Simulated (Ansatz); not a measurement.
Frontier orbitals of CH6O2Si, SMILES `OCO[SiH3]`.

| atom | x (Å) | y (Å) | z (Å) |
| --- | --- | --- | --- |
| O1 | 0.7179 | -1.8937 | 1.1071 |
| C2 | 0.7690 | -0.6997 | 0.4150 |
| O3 | -0.5317 | -0.2332 | 0.1588 |
| Si4 | -0.8743 | 1.2194 | -0.5341 |
| H5 | 0.2603 | -2.5401 | 0.5611 |
| H6 | 1.3044 | -0.8072 | -0.5414 |
| H7 | 1.3116 | 0.0018 | 1.0582 |
| H8 | -2.3497 | 1.3113 | -0.6010 |
| H9 | -0.3169 | 2.3356 | 0.2784 |
| H10 | -0.2907 | 1.3059 | -1.9021 |

Total charge 0; spin multiplicity 1. Geometry: relaxed with PBE0-D4/def2-TZVP. It is one conformer, not always the lowest. Basis def2-TZVPP, Ansatz 0.2.0.

| functional | HOMO (eV) | LUMO (eV) | gap (eV) |
| --- | --- | --- | --- |
| PBE | -6.63 | -0.62 | 6.01 |
| revPBE | -6.58 | -0.50 | 6.08 |
| r2SCAN | -6.96 | -0.16 | 6.80 |
| PBE0 | -8.18 | 0.24 | 8.42 |
| r2SCAN0 | -8.42 | 0.53 | 8.95 |
| CAM-B3LYP | -9.67 | 1.17 | 10.84 |
| ωB97M-V | -10.59 | 1.87 | 12.46 |
| HF | -12.08 | 3.14 | 15.22 |

Against PBE, PBE0 changes HOMO and LUMO by −1.56 and +0.85 eV, ωB97M-V by −3.96 and +2.49 eV. A gap of 6.01 eV thus becomes 12.46 eV for the same molecule, so an orbital gap means little without its functional. A positive LUMO is unbound and depends on the basis.
